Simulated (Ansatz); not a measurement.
Name a neutral molecule of B, C, Te and H with LUMO energy (PBE0/def2-TZVPP) between -1.80 and -1.50 eV and HOMO energy (B3LYP/def2-TZVPP) between -6.45 and -6.15 eV (Ansatz, PBE0-D4/def2-TZVP geometry).

`B1C[Te]1` (-1.66 eV, -6.35 eV); `CC1B[Te]1` (-1.61 eV, -6.29 eV). Other molecules can fit too; these were computed, each in one conformer that needn't be the lowest.

B3LYP here is the variant with VWN-RPA as its local correlation; programs differ in this.
